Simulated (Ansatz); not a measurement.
Energy needed to pull apart SiNH₄I (SMILES N[SiH2]I), closed shell, into free ground-state atoms, from the structure below (displaced at random from a GFN2-xTB minimum); no zero-point or spin–orbit terms; open-shell atoms are treated unrestricted, in their ground-state multiplicity.

| atom | x (Å) | y (Å) | z (Å) |
| --- | --- | --- | --- |
| N1 | -0.9494 | 0.0432 | -0.5055 |
| Si2 | 0.6260 | 0.1548 | 0.2930 |
| I3 | 0.8841 | -2.0475 | 1.3047 |
| H4 | -1.4080 | -0.8286 | -1.0239 |
| H5 | -1.3577 | 1.0138 | -0.9418 |
| H6 | 0.4336 | 1.1887 | 1.4669 |
| H7 | 1.7887 | 0.2813 | -0.6847 |

Program: Ansatz 0.2.0. Basis: def2-TZVPP. Cores are frozen in the correlated methods. Filled d shells of the heavier atoms are correlated. Core potentials replace the inner electrons of the atoms past krypton. The def2 sets are not built for correlating such inner shells, so the correlated values are less sure here.

| method | atomization energy (kJ/mol) |
| --- | --- |
| PBE-D4 | 2061 |
| BLYP-D4 | 2040 |
| r2SCAN-D4 | 2029 |
| PBE0-D4 | 2020 |
| LC-wPBE | 2003 |
| wB97M-V | 2039 |
| HF | 1394 |
| MP2 | ? |
| CCSD | ? |
| CCSD(T) | 1973 |

Q: What does MP2 give? (To be estimated.)

A: By the calculation: 1990 kJ/mol, which is about 17 kJ/mol more than CCSD(T)/def2-TZVPP.

Q: What does CCSD give? (To be estimated.)

A: Computed: 1939 kJ/mol, which is about 33 kJ/mol less than CCSD(T)/def2-TZVPP.

In triple zeta the MP2 and coupled-cluster atomization energies are still short of their basis limit by a few kcal/mol a bond, whereas those of the functionals are nearly converged, so these differences are not deviations from converged CCSD(T).

The T1 diagnostic stays at or below 0.010.

For scale, one of the runs: CCSD(T)/def2-TZVPP forces, 179 basis functions (an equivalent command: `ansatz run in.yaml --threads 4`). Time: 2.1 min of wall clock on 4 CPU threads; the host was shared. Peak host memory: 3.5 GiB.
